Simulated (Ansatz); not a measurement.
C₄Cl₃CoO₄Si, SMILES `[O+]#[C][Co-4]([C]#[O+])([C]#[O+])([C]#[O+])[Si](Cl)(Cl)Cl`. Total charge 0; spin multiplicity 1. Correlated methods include outer-core shells of Co, which these sets cover unevenly. Scalar relativity is left out up to krypton.

```xyz
13

O    -2.7890   -0.4162    0.8067
C    -1.7964   -0.1110    0.3526
Co   -0.2549    0.4013   -0.3938
C    -0.9933    1.5656   -1.5346
O    -1.4599    2.3019   -2.2555
C     0.4845   -0.6300   -1.6530
O     0.9414   -1.2648   -2.4733
C     0.7609    1.6067    0.4491
O     1.3935    2.3932    0.9645
Si    0.6851   -1.0787    1.0585
Cl    0.2984   -0.6101    3.0176
Cl    0.0031   -2.9932    0.7806
Cl    2.7267   -1.1648    0.8807
```

Question: Give the diagnostics of a CCSD(T)/def2-TZVPP run (frozen core, Ansatz 0.2.0). (An estimate is asked.)

Answer: Ansatz gave: T1 = 0.0440, largest single amplitude 0.133, largest double 0.042, (T) share of the correlation energy 5.5 %, 16 CCSD cycles. The RHF solution is unstable towards an unrestricted one. T1 lies over the customary mark of 0.02 for closed shells; compounds of d metals often pass it without a breakdown.
